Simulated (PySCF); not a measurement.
Dipole moment and polarisability of `N#CC/C=C1C=C/1C#N`

C7H4N2.
Cartesian coordinates in Å at the GFN2-xTB level; atoms count from 1:
```
atom  x, y, z in Å
N1    -2.358    2.024   -1.724
C2    -2.048    1.285   -0.909
C3    -1.633    0.328    0.089
C4    -0.703   -0.681   -0.539
C5     0.574   -0.746   -0.250
C6     1.904   -1.271   -0.334
C7     1.730   -0.270    0.534
C8     2.197    0.600    1.488
N9     2.546    1.340    2.297
H10   -1.134    0.862    0.902
H11   -2.526   -0.167    0.484
H12   -1.129   -1.336   -1.284
H13    2.576   -1.967   -0.772
```

Level: CAM-B3LYP/def2-SVPD (PySCF), static field, nuclei fixed, core orbitals frozen in the response. The polarisability tensor in these axes (au):

```
x   103.19  -2.39  22.98
y    -2.39  81.41  12.45
z    22.98  12.45  85.09
```

Diagonalise the tensor; give its mean and Δα, where Δα² is half the sum of the squared differences of the eigenvalues.

Principal values 62.22, 87.92 and 119.55 au; mean 89.90 au = 13.32 Å³ = 14.82 × 10⁻⁴⁰ C²·m²/J; Δα = 49.74 au (55 % of the mean).

What is the dipole moment, and where does it point?

(1.66, -5.27, 0.37) D, 5.53 D in size, pointing from the negative to the positive side. Measured along this direction, the outermost atoms are N1 at the negative end and H13 at the positive end.

Along which axes do the principal values lie, and how far do the nuclei extend along each?

Largest value along (0.80, 0.14, 0.58), where the nuclei span 6.17 Å; middle along (-0.41, 0.84, 0.36), 5.03 Å; least along (-0.44, -0.53, 0.73), 2.84 Å. The response follows the extents in order.

What would n − 1 = 2πNα be for an ideal gas of these molecules at 500 K and 1 atm, electronic part alone?

N = p/kT = 1.4678 × 10¹⁹ cm⁻³, so n − 1 = 2π × N × 13.32 × 10⁻²⁴ cm³ = 1229 × 10⁻⁶ at long wavelengths.

Rayleigh depolarisation ratio (linearly polarised light, static tensor)?

ρ = 3Δα²/(45ᾱ² + 4Δα²) = 7421.8/(363660 + 9895.8) = 0.0199.

Isolated species at its GFN2-xTB geometry (one conformer only).
